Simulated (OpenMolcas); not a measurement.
I⁶⁺: CASPT2 settings compared

```
Program             : OpenMolcas 26.06
Basis               : ANO-R1 [6s5p3d1f]
Scalar Hamiltonian  : X2C, finite nucleus
Active space        : 1 electron in 4 orbitals (5s 5p)
State averaging     : 2S+1 = 2 even, 1 root; 2S+1 = 2 odd, 3 roots
Spin-orbit coupling : state interaction with AMFI integrals over the reference wave functions, term energies averaged over their components
```

Methods on the same reference wave functions:
A. CASSCF
B. SS-CASPT2, IPEA 0.3 Eh, sigma2 regulariser 0.25 Eh (closed shells correlated: 4s 4p 4d)
C. SS-CASPT2, IPEA 0.3 Eh, sigma2 regulariser 0.15 Eh (closed shells correlated: 4d)

Energies in eV above 5s ²S_1/2, the measured ground level; measured values from Moore, Atomic Energy Levels, vol. III, NSRDS-NBS 35 (1971 reprint of NBS Circular 467, 1958).

```
     Level        A       B       C  Measured
 5s ²S_1/2   0.0000  0.0000  0.0000    0.0000
5p ²P°_1/2  11.7949  11.967  11.940   13.0134
5p ²P°_3/2  13.4792  13.651  13.624   14.8731
```

Deviations, from unrounded energies. A percentage is the sum of absolute deviations over the sum of measured energies, with the sign that they share, or ± where signs differ.

```tsv
Against measurement	Levels	A	B	C
mean absolute deviation (cm-1)	2	11000	9100	9400
other configurations (%)	2	-9.4	-8.1	-8.3
```

B, C lie about equally close to measurement and A furthest from it. The largest miss of B in the table is 5p ²P°_3/2, by -9900 cm-1. The ranking rests on the paired levels alone, and a cruder setting can come out closer through cancelling errors.

Between B and C the level of the table that moves most is 5p ²P°_3/2, by 220 cm-1 (lowest in C, highest in B).

The lowest spin-free term lies below A's lowest term by 0.341 hartree in B, 0.289 hartree in C.

The basis is small and was not contracted for so high a charge. With one active electron the reference holds no correlation, so core polarisation is missing (holds for A). With one active electron, CASPT2 adds the correlation within the correlated inactive shells and between them and that electron, and leaves the splitting within a term as the reference gives it (holds for B; C). Computed and measured levels are paired by configuration, term and J; levels that our copy of the source lacks, or whose pairing is in doubt (as where it misses far off the trend of its configuration), stay unpaired and out of the deviations. Levels of configurations outside the active space are missing.

° marks odd parity.
